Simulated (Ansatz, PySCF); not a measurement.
C₄H₉FSi, SMILES CC[SiH2]/C=C\F. Atoms are numbered in the order given.

```xyz
15

C     -3.1984     0.0707    -0.1303
C     -1.8741    -0.5057    -0.6223
Si    -0.3527     0.2301     0.2123
C      1.1892    -0.5726    -0.4919
C      2.4247    -0.2615    -0.1113
F      2.6661     0.6626     0.8181
H     -3.2550     1.1576    -0.3011
H     -4.0593    -0.3862    -0.6431
H     -3.3355    -0.0952     0.9502
H     -1.7655    -0.3537    -1.7107
H     -1.8455    -1.5987    -0.4672
H     -0.4223     0.0047     1.6910
H     -0.3122     1.7100    -0.0122
H      1.1128    -1.3465    -1.2626
H      3.3532    -0.7012    -0.4924
```
Charge 0, spin multiplicity 1.

Geometry: PBE0-D3(BJ)/def2-SVP. The structure was generated by enumeration; whether it is a known compound was not checked. The values are those of a single conformer.

Two levels are set side by side: PBE-D3(BJ)/def2-SVP (Ansatz, a first-principles code) and PBE0-D3(BJ)/def2-SVP (Ansatz). Each level has its own optimised geometry; the coordinates shown are those of the second. Frequencies come from the Hessian of PySCF at each geometry. Differences are taken from unrounded values.

```tsv
quantity	PBE0-D3(BJ)	PBE-D3(BJ)	PBE-D3(BJ) minus PBE0-D3(BJ)
mean bond length (Å)	1.332	1.341	0.010
bond C1–C2 (Å)	1.526	1.534	0.008
bond C2–Si3 (Å)	1.885	1.897	0.012
bond Si3–C4 (Å)	1.875	1.883	0.008
bond C4–C5 (Å)	1.330	1.341	0.011
bond C5–F6 (Å)	1.333	1.348	0.015
bond C1–H7 (Å)	1.102	1.110	0.008
bond C1–H8 (Å)	1.101	1.110	0.008
bond C1–H9 (Å)	1.102	1.110	0.008
bond C2–H10 (Å)	1.104	1.112	0.008
bond C2–H11 (Å)	1.104	1.112	0.008
bond Si3–H12 (Å)	1.497	1.508	0.011
bond Si3–H13 (Å)	1.497	1.508	0.011
bond C4–H14 (Å)	1.095	1.103	0.008
bond C5–H15 (Å)	1.096	1.105	0.009
highest harmonic wavenumber (cm⁻¹)	3215	3118	-97
mean harmonic wavenumber (cm⁻¹)	1327	1283	-44
zero-point energy (kcal/mol)	73.98	71.54	-2.44
```

GGA bonds tend to be longer and softer than those of functionals with exact exchange. Differences between two approximate levels are no errors against the true value.
